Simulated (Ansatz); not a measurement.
Total energies of TaSCl₃ from Ansatz at PBE-D4/def2-TZVP, gas phase (1 Eh = 27.2114 eV = 2625.5 kJ/mol). The reference geometry is relaxed at r2SCAN-D4/def2-SVP.

```xyz
5

Ta   -0.010   -0.003   -0.004
S     1.921    0.630    0.705
Cl    0.309   -1.795   -1.392
Cl   -0.952    1.754   -1.129
Cl   -1.267   -0.586    1.819
```

```tsv
state	geometry	energy (Eh)
charge 0 singlet	reference	-1835.46170
charge 1 doublet	reference	-1835.09730
charge 1 doublet	relaxed at r2SCAN-D4/def2-SVP	-1835.10726
free Ta atom (quartet)	–	-56.85725
free S atom (triplet)	–	-397.93833
free Cl atom (doublet)	–	-459.95840
```

In the def2 sets Ta takes a core potential; there is no spin–orbit coupling.

Question: Work out the vertical ionisation energy to the doublet.

Answer: E(charge 1 doublet) − E(charge 0 singlet) = -1835.09730 − (-1835.46170) = 0.36440 Eh = 9.92 eV. For comparison, −ε of the highest occupied level is 7.14 eV at this level, 2.78 eV less.

Question: How much does the charge 1 doublet relax, and what is the adiabatic ionisation energy?

Answer: Relaxation: -1835.09730 − (-1835.10726) = 0.00996 Eh = 0.27 eV. Adiabatic ionisation energy: 0.35444 Eh = 9.64 eV, without zero-point energy. 

Question: What is the binding energy per atom against free atoms?

Answer: Atoms: 1 × (-56.85725) + 1 × (-397.93833) + 3 × (-459.95840) = -1834.67078 Eh. Binding: -1834.67078 − (-1835.46170) = 0.79092 Eh = 21.52 eV, or 4.30 eV for each of 5 atoms (no zero-point energy, no counterpoise term).
